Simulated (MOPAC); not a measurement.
MOPAC input (PM3):

```
PM3 PRECISE GNORM=0.05 LET XYZ UHF MS=0.5 GEO-OK AUX(PRECISION=9) THREADS=1
C3H8FSi

C     1.74854200 1   -0.02881300 1   -0.67058700 1
Si    0.04302900 1    0.00553600 1    0.01608800 1
C    -0.80848000 1   -1.64529600 1   -0.16591500 1
C    -0.98031800 1    1.36907000 1   -0.74349800 1
F     0.17767500 1    0.31612300 1    1.59696500 1
H     1.95454600 1   -0.21797600 1   -1.71910500 1
H     2.63114400 1    0.13790500 1   -0.06308600 1
H    -0.89868400 1   -1.91716800 1   -1.22043700 1
H    -0.24930200 1   -2.43540200 1    0.33794300 1
H    -1.81368700 1   -1.61164500 1    0.26045400 1
H    -0.52184000 1    2.34542300 1   -0.57811100 1
H    -1.07761300 1    1.22157300 1   -1.82185200 1
H    -1.98451000 1    1.38491700 1   -0.31371700 1
```

Output:

```
 *******************************************************************************
 **                                                                           **
 **                              MOPAC v23.2.5                                **
 **                                                                           **
 *******************************************************************************
 ** MOPAC's Digital Object Identifier: https://doi.org/10.5281/zenodo.6511958 **
 **                                                                           **
 ** Please cite the open-source release paper for use of this MOPAC version:  **
 ** J. E. Moussa and J. J. P. Stewart (2026)                                  **
 ** MOPAC: An open-source semiempirical molecular orbital program             **
 ** J. Open Source Softw., 11(119), 8025, https://doi.org/10.21105/joss.08025 **
 *******************************************************************************

                              PM3 CALCULATION RESULTS

 *******************************************************************************
 *  PM3        - The PM3 Hamiltonian to be used
 *  GEO-OK     - OVERRIDE INTERATOMIC DISTANCE AND OTHER SAFETY CHECKS
 *  UHF        - UNRESTRICTED HARTREE-FOCK CALCULATION
 *  MS=        - IN MECI, MAGNETIC COMPONENT OF SPIN =  0.5
 *  LET        - OVERRIDE SOME SAFETY CHECKS
 *  PRECISE    - TIGHTER CRITERIA TO BE USED
 *  XYZ        - CARTESIAN COORDINATE SYSTEM TO BE USED
 *  GNORM      - EXIT WHEN GRADIENT NORM DROPS BELOW 0.050
 *  AUX        - OUTPUT AUXILIARY INFORMATION
 *******************************************************************************
PM3 PRECISE GNORM=0.05 LET XYZ UHF MS=0.5 GEO-OK AUX(PRECISION=9) THREADS=1
 C3H8FSi

   ATOM   CHEMICAL          X               Y               Z
  NUMBER   SYMBOL      (ANGSTROMS)     (ANGSTROMS)     (ANGSTROMS)

     1       C          1.74854200  *  -0.02881300  *  -0.67058700  *
     2      Si          0.04302900  *   0.00553600  *   0.01608800  *
     3       C         -0.80848000  *  -1.64529600  *  -0.16591500  *
     4       C         -0.98031800  *   1.36907000  *  -0.74349800  *
     5       F          0.17767500  *   0.31612300  *   1.59696500  *
     6       H          1.95454600  *  -0.21797600  *  -1.71910500  *
     7       H          2.63114400  *   0.13790500  *  -0.06308600  *
     8       H         -0.89868400  *  -1.91716800  *  -1.22043700  *
     9       H         -0.24930200  *  -2.43540200  *   0.33794300  *
    10       H         -1.81368700  *  -1.61164500  *   0.26045400  *
    11       H         -0.52184000  *   2.34542300  *  -0.57811100  *
    12       H         -1.07761300  *   1.22157300  *  -1.82185200  *
    13       H         -1.98451000  *   1.38491700  *  -0.31371700  *

          CARTESIAN COORDINATES

    NO.       ATOM           X           Y           Z

     1         C          1.7485     -0.0288     -0.6706
     2        Si          0.0430      0.0055      0.0161
     3         C         -0.8085     -1.6453     -0.1659
     4         C         -0.9803      1.3691     -0.7435
     5         F          0.1777      0.3161      1.5970
     6         H          1.9545     -0.2180     -1.7191
     7         H          2.6311      0.1379     -0.0631
     8         H         -0.8987     -1.9172     -1.2204
     9         H         -0.2493     -2.4354      0.3379
    10         H         -1.8137     -1.6116      0.2605
    11         H         -0.5218      2.3454     -0.5781
    12         H         -1.0776      1.2216     -1.8219
    13         H         -1.9845      1.3849     -0.3137

  H: (PM3): J. J. P. STEWART, J. COMP. CHEM. 10, 209 (1989).
  C: (PM3): J. J. P. STEWART, J. COMP. CHEM. 10, 209 (1989).
  F: (PM3): J. J. P. STEWART, J. COMP. CHEM. 10, 209 (1989).
 Si: (PM3): J. J. P. STEWART, J. COMP. CHEM. 10, 209 (1989).

           Empirical Formula: C3 H8 Si F  =    13 atoms

      MOLECULAR POINT GROUP   :   Cs

          UHF CALCULATION, NO. OF ALPHA ELECTRONS =   16
                           NO. OF BETA  ELECTRONS =   15

          Geometry optimization using EF

          DIAGONAL MATRIX USED AS START HESSIAN

 CYCLE:     1  GRAD.:    27.341 HEAT: -95.37210
 CYCLE:     2  GRAD.:   171.825 HEAT: -87.65386
 CYCLE:     3  GRAD.:    48.302 HEAT: -94.57381
 CYCLE:     4  GRAD.:   103.300 HEAT: -88.77045
 CYCLE:     5  GRAD.:    67.685 HEAT: -94.30035
 CYCLE:     6  GRAD.:   143.396 HEAT: -86.36877
 CYCLE:     7  GRAD.:   100.208 HEAT: -93.13552
 CYCLE:     8  GRAD.:   144.399 HEAT: -86.45292
 CYCLE:     9  GRAD.:    84.041 HEAT: -93.32512
 CYCLE:    10  GRAD.:   214.182 HEAT: -82.23146
 CYCLE:    11  GRAD.:    41.327 HEAT: -95.15389
 CYCLE:    12  GRAD.:   224.033 HEAT: -81.22685
 CYCLE:    13  GRAD.:    32.268 HEAT: -95.54734
 CYCLE:    14  GRAD.:   164.540 HEAT: -84.28501
 CYCLE:    15  GRAD.:    10.125 HEAT: -95.83146
 CYCLE:    16  GRAD.:     6.059 HEAT: -95.85242
 CYCLE:    17  GRAD.:     2.208 HEAT: -95.87004
 CYCLE:    18  GRAD.:     6.915 HEAT: -95.85949
 CYCLE:    19  GRAD.:     2.783 HEAT: -95.87148
 CYCLE:    20  GRAD.:     2.757 HEAT: -95.87250
 CYCLE:    21  GRAD.:     3.007 HEAT: -95.87322
 CYCLE:    22  GRAD.:     3.935 HEAT: -95.87331
 CYCLE:    23  GRAD.:     2.983 HEAT: -95.87603
 CYCLE:    24  GRAD.:     6.572 HEAT: -95.86513
 CYCLE:    25  GRAD.:     0.371 HEAT: -95.88096
 CYCLE:    26  GRAD.:     0.299 HEAT: -95.88214
 CYCLE:    27  GRAD.:     0.300 HEAT: -95.88492
 CYCLE:    28  GRAD.:     0.149 HEAT: -95.88502
 CYCLE:    29  GRAD.:     0.246 HEAT: -95.88508
 CYCLE:    30  GRAD.:     0.264 HEAT: -95.88518
 CYCLE:    31  GRAD.:     0.195 HEAT: -95.88535
 CYCLE:    32  GRAD.:     0.049 HEAT: -95.88541

     GRADIENT =  0.04854 IS LESS THAN CUTOFF =  0.05000

 -------------------------------------------------------------------------------
 PM3 PRECISE GNORM=0.05 LET XYZ UHF MS=0.5 GEO-OK AUX(PRECISION=9) THREADS=1
 C3H8FSi

     GEOMETRY OPTIMISED USING EIGENVECTOR FOLLOWING (EF).
     SCF FIELD WAS ACHIEVED

                              PM3 CALCULATION
                                                       MOPAC v23.2.5 Linux

          FINAL HEAT OF FORMATION =        -95.88541 KCAL/MOL =    -401.18456 KJ/MOL

          COSMO AREA              =        132.12 SQUARE ANGSTROMS
          COSMO VOLUME            =        124.08 CUBIC ANGSTROMS

          GRADIENT NORM           =          0.04854          =       0.01346 PER ATOM
          IONIZATION POTENTIAL    =          9.497494 EV
          ALPHA SOMO LUMO (EV)    =         -9.497  0.702
          BETA  SOMO LUMO (EV)    =        -10.519  0.420
          NO. OF ALPHA ELECTRONS  =         16
          NO. OF BETA  ELECTRONS  =         15
          MOLECULAR WEIGHT        =         91.1801         POINT GROUP:  Cs

          MOLECULAR DIMENSIONS (Angstroms)

            Atom       Atom       Distance
            H    11    H     9     4.91595
            H    10    H     7     4.51418
            H     6    F     5     3.37302

          SCF CALCULATIONS        =         33

   ATOM   CHEMICAL          X               Y               Z
  NUMBER   SYMBOL      (ANGSTROMS)     (ANGSTROMS)     (ANGSTROMS)

     1       C          1.72038888  *  -0.03148126  *  -0.67608264  *
     2      Si          0.05476635  *   0.01087807  *   0.04030739  *
     3       C         -0.79658136  *  -1.66401356  *  -0.17114350  *
     4       C         -0.97042412  *   1.38569112  *  -0.75547663  *
     5       F          0.16768083  *   0.31775889  *   1.60849069  *
     6       H          1.90093789  *  -0.22199315  *  -1.72412605  *
     7       H          2.61513542  *   0.13134775  *  -0.09254406  *
     8       H         -0.87971022  *  -1.93144506  *  -1.22803687  *
     9       H         -0.23699311  *  -2.45620207  *   0.33365064  *
    10       H         -1.80478875  *  -1.64512730  *   0.25217044  *
    11       H         -0.51181876  *   2.36436525  *  -0.59003896  *
    12       H         -1.06017445  *   1.23403942  *  -1.83452566  *
    13       H         -1.97914479  *   1.41378834  *  -0.33397709  *

                             CARTESIAN COORDINATES

   1    C        1.720388882    -0.031481255    -0.676082643
   2   Si        0.054766353     0.010878073     0.040307388
   3    C       -0.796581357    -1.664013559    -0.171143501
   4    C       -0.970424122     1.385691121    -0.755476626
   5    F        0.167680834     0.317758887     1.608490686
   6    H        1.900937888    -0.221993150    -1.724126051
   7    H        2.615135421     0.131347753    -0.092544055
   8    H       -0.879710223    -1.931445065    -1.228036874
   9    H       -0.236993106    -2.456202068     0.333650638
  10    H       -1.804788754    -1.645127301     0.252170444
  11    H       -0.511818756     2.364365253    -0.590038956
  12    H       -1.060174451     1.234039416    -1.834525660
  13    H       -1.979144793     1.413788341    -0.333977087

           Empirical Formula: C3 H8 Si F  =    13 atoms

      MOLECULAR POINT GROUP   :   Cs

          ALPHA EIGENVALUES
 -29.89914 -28.17193 -26.94780 -21.01774 -16.15259 -15.93312 -15.86953 -14.42025
 -13.81657 -13.54398 -13.36766 -13.26613 -12.62670 -11.10787 -11.06022  -9.49749
   0.70199   1.28195   1.60810   1.83235   4.35010   4.53313   4.60893   4.64672
   4.66624   4.66742   4.68190   4.85933

           BETA EIGENVALUES
 -29.72988 -28.11206 -25.49505 -21.02182 -16.14766 -15.93736 -15.87444 -14.22585
 -13.79603 -13.33718 -13.29114 -13.24825 -12.33554 -10.63803 -10.51916   0.41951
   1.05491   1.72536   1.87665   2.30236   4.53431   4.62672   4.67121   4.69544
   4.70549   4.70698   5.00721   5.29231

              NET ATOMIC CHARGES AND DIPOLE CONTRIBUTIONS

  ATOM NO.   TYPE          CHARGE      No. of ELECS.   s-Pop       p-Pop
    1          C          -0.346473        4.3465     1.26468     3.08179
    2         Si           0.694525        3.3055     0.98006     2.32542
    3          C          -0.282235        4.2822     1.16069     3.12154
    4          C          -0.282263        4.2823     1.16068     3.12158
    5          F          -0.275761        7.2758     1.59228     5.68349
    6          H           0.073945        0.9261     0.92606
    7          H           0.077058        0.9229     0.92294
    8          H           0.055863        0.9441     0.94414
    9          H           0.058096        0.9419     0.94190
   10          H           0.056642        0.9434     0.94336
   11          H           0.058095        0.9419     0.94191
   12          H           0.055865        0.9441     0.94414
   13          H           0.056645        0.9434     0.94335
 DIPOLE           X         Y         Z       TOTAL
 POINT-CHG.    -0.623    -0.261    -1.177     1.357
 HYBRID         0.288    -0.043    -0.311     0.426
 SUM           -0.335    -0.304    -1.488     1.555

          ATOMIC ORBITAL ELECTRON POPULATIONS

     Atom    s        px        py        pz
    1  C   1.26468   1.05933   0.99466   1.02780
    2 Si   0.98006   0.79947   0.83233   0.69362
    3  C   1.16069   1.03528   1.05831   1.02794
    4  C   1.16068   1.03813   1.04893   1.03452
    5  F   1.59228   1.96225   1.95693   1.76431
    6  H   0.92606
    7  H   0.92294
    8  H   0.94414
    9  H   0.94190
   10  H   0.94336
   11  H   0.94191
   12  H   0.94414
   13  H   0.94335

                    (SZ)    =    0.500000
                    (S**2)  =    0.781528

          ATOMIC ORBITAL SPIN POPULATIONS

    Atom   Total    s     px     py     pz
         Atomic
    1  C  1.2404  0.077  0.110  0.931  0.122
    2 Si -0.1731 -0.035 -0.082 -0.038 -0.018
    3  C  0.0619  0.010  0.014  0.032  0.006
    4  C  0.0619  0.010  0.017  0.023  0.011
    5  F -0.0036  0.002 -0.005 -0.001  0.000
    6  H -0.0791 -0.079
    7  H -0.0791 -0.079
    8  H -0.0037 -0.004
    9  H -0.0049 -0.005
   10  H -0.0060 -0.006
   11  H -0.0049 -0.005
   12  H -0.0037 -0.004
   13  H -0.0060 -0.006

 **********************
 *                    *
 * JOB ENDED NORMALLY *
 *                    *
 **********************

 == MOPAC DONE ==
```

The geometry given is a B3LYP-D3(BJ)/def2-TZVP minimum.
